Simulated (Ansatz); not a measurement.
The cluster As₆P₂⁺. Total charge 1; doublet. Geometry PBE-D4/def2-SVP, that of the neutral singlet; atoms count from 1.

```xyz
8

P     0.173    1.089    1.557
P    -1.438    0.580   -1.434
As    1.357   -2.292    0.351
As    0.860    0.689   -1.867
As    1.918    0.087    0.342
As   -0.271    2.429   -0.471
As   -1.707   -0.140    0.847
As   -0.892   -2.441    0.676
```

The structure comes from a short search, and lower isomers may exist.

Question: Estimate the Mulliken populations from the PBE0/def2-SVP orbitals of Ansatz.

Answer: 
```json
{"atom": "P1", "charge (e)": "0.01", "spin (α − β)": "0.27"}
{"atom": "P2", "charge (e)": "0.08", "spin (α − β)": "0.23"}
{"atom": "As3", "charge (e)": "0.17", "spin (α − β)": "0.07"}
{"atom": "As4", "charge (e)": "0.18", "spin (α − β)": "0.30"}
{"atom": "As5", "charge (e)": "0.09", "spin (α − β)": "-0.05"}
{"atom": "As6", "charge (e)": "0.18", "spin (α − β)": "0.05"}
{"atom": "As7", "charge (e)": "0.11", "spin (α − β)": "-0.06"}
{"atom": "As8", "charge (e)": "0.18", "spin (α − β)": "0.20"}
```
Mulliken values and Mayer orders depend strongly on the basis.

Question: Where does the spin sit?

Answer: Summed by element: P 0.49, As 0.51, of 1 unpaired in all. Largest on single atoms: As4 0.30, P1 0.27, P2 0.23.

Question: And the Mayer bond orders between bonded heavy atoms (over 0.3)?

Answer: P1–As5 0.93 (2.35 Å); P1–As6 0.81 (2.47 Å); P1–As7 0.90 (2.36 Å); P2–As4 0.85 (2.34 Å); P2–As6 1.01 (2.39 Å); P2–As7 0.85 (2.41 Å); As3–As5 1.00 (2.44 Å); As3–As8 1.60 (2.28 Å); As4–As5 0.80 (2.52 Å); As4–As6 0.99 (2.50 Å); As7–As8 0.97 (2.45 Å).
